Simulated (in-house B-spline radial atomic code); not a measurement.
Results of a calculation; reference values are marked as such.
**Softness against transferability: the 3p channel of Cl**

Cl, [Ne] 3s2 3p5, non-relativistic LDA (VWN5), spherical and spin-unpolarised, from a B-spline radial code for spherical atoms (atomic units). The all-electron 3p level is ε = -0.320380 hartree, its outermost node lies just inside 0.54 bohr and its outer maximum at 1.43 bohr.

Troullier-Martins pseudo-orbitals are made for several radii. The cutoffs (hartree) are the plane-wave energies beyond which the orbital holds less than the named kinetic energy per electron. The phase error is the difference, pseudo minus all-electron, of arctan(R P'/P) at R = 2.31 bohr for all radii, half a hartree below and above the level.

```json
{"r_c (bohr)": "1.08", "V_l(0) (hartree)": "-11.06", "cutoff for 10 mEh": "27.1", "for 1 mEh": "43.8", "for 0.1 mEh": "81.4", "phase error at ε − 0.5 (mrad)": "-0.8", "at ε + 0.5 (mrad)": "-1.5"}
{"r_c (bohr)": "1.25", "V_l(0) (hartree)": "-3.33", "cutoff for 10 mEh": "5.51", "for 1 mEh": "8", "for 0.1 mEh": "33.9", "phase error at ε − 0.5 (mrad)": "-0.6", "at ε + 0.5 (mrad)": "-1.0"}
{"r_c (bohr)": "1.43", "V_l(0) (hartree)": "-2.08", "cutoff for 10 mEh": "5.51", "for 1 mEh": "13.1", "for 0.1 mEh": "20.2", "phase error at ε − 0.5 (mrad)": "-0.5", "at ε + 0.5 (mrad)": "-0.8"}
{"r_c (bohr)": "1.62", "V_l(0) (hartree)": "-2.32", "cutoff for 10 mEh": "5.51", "for 1 mEh": "8.32", "for 0.1 mEh": "18.7", "phase error at ε − 0.5 (mrad)": "-0.5", "at ε + 0.5 (mrad)": "-1.0"}
{"r_c (bohr)": "1.81", "V_l(0) (hartree)": "-2.64", "cutoff for 10 mEh": "5.51", "for 1 mEh": "7.68", "for 0.1 mEh": "15.9", "phase error at ε − 0.5 (mrad)": "-0.8", "at ε + 0.5 (mrad)": "-1.4"}
{"r_c (bohr)": "2.01", "V_l(0) (hartree)": "-2.83", "cutoff for 10 mEh": "5.64", "for 1 mEh": "7.68", "for 0.1 mEh": "10", "phase error at ε − 0.5 (mrad)": "-1.2", "at ε + 0.5 (mrad)": "-1.9"}
```

**Question.** Which radius needs the lowest cutoff for 0.1 mEh while both phase errors stay within 1.6 mrad?

**Answer.** The radii within that limit are 1.08, 1.25, 1.43, 1.62, 1.81 bohr; of these r_c = 1.81 needs the least, 15.9 hartree, that is 31.8 Ry or 433 eV.

**Question.** What does the larger radius buy, and what does it cost?

**Answer.** From r_c = 1.08 to 2.01 bohr the cutoff for 1 mEh goes from 43.8 to 7.68 hartree, a factor of 5.70, against 3.46 for a pure 1/r_c² scaling, end to end; step by step it is 43.8, 8, 13.1, 8.32, 7.68, 7.68, and for 0.1 mEh 81.4, 33.9, 20.2, 18.7, 15.9, 10; the number of plane waves goes as the cutoff to the power 3/2, here a factor of 13.6. The larger of the two phase errors is least at r_c = 1.43 bohr, 0.8 mrad; it is 1.5 at the smallest radius and 1.9 at the largest. These errors test the reference atom alone. Large radii also let the cores of neighbours overlap, which an atom doesn't show.
